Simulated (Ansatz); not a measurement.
B(OMe2)H3 (C₂H₉BO), relaxed as a singlet with RKS PBE-D4/def2-SVP in Ansatz, starting from the GFN2-xTB geometry. Force threshold 0.02 eV/Å.

Start:

Cartesian coordinates in Å:
```
B 1.491 -0.284 0.020
O -0.003 0.331 -0.346
C -0.568 1.010 0.758
C -0.866 -0.671 -0.846
H 0.139 1.780 1.058
H -0.734 0.331 1.600
H -1.516 1.470 0.464
H -1.057 -1.443 -0.094
H -1.813 -0.221 -1.160
H -0.370 -1.124 -1.701
H 1.868 -0.751 -1.002
H 1.315 -1.089 0.882
H 2.115 0.662 0.368
```

**Question.** Estimate the energy that the relaxation releases and the steps that it takes.

**Answer.** 11.6 kJ/mol, in 5 steps; 14 s on 4 threads of Arm Neoverse V2 on a shared host. No frequencies were taken in this run, so the end may be a saddle point.

**Question.** Does the start keep its bonding and symmetry?

**Answer.** By distances, no bond broke or formed. The bond that changes most is B1–H12, from 1.19 to 1.23 Å (atoms count from 1). Point group Cs at the start, Cs at the end, both within 0.05 Å.

**Question.** Predict the relaxed structure.

**Answer.** 
```xyz
13

B     1.5172   -0.2839    0.0158
O     0.0029    0.2926   -0.3067
C    -0.5779    1.0258    0.7847
C    -0.8825   -0.6958   -0.8591
H     0.1608    1.7922    1.0746
H    -0.7709    0.3484    1.6440
H    -1.5193    1.4990    0.4409
H    -1.0974   -1.4840   -0.1061
H    -1.8189   -0.2000   -1.1842
H    -0.3564   -1.1396   -1.7213
H     1.8707   -0.7596   -1.0580
H     1.3408   -1.1142    0.9116
H     2.1311    0.7192    0.3639
```
Bond lengths: 2 × C–O 1.44 Å; 1 × B–O 1.65 Å; 6 × C–H 1.10 to 1.11 Å; 3 × B–H 1.23 Å.
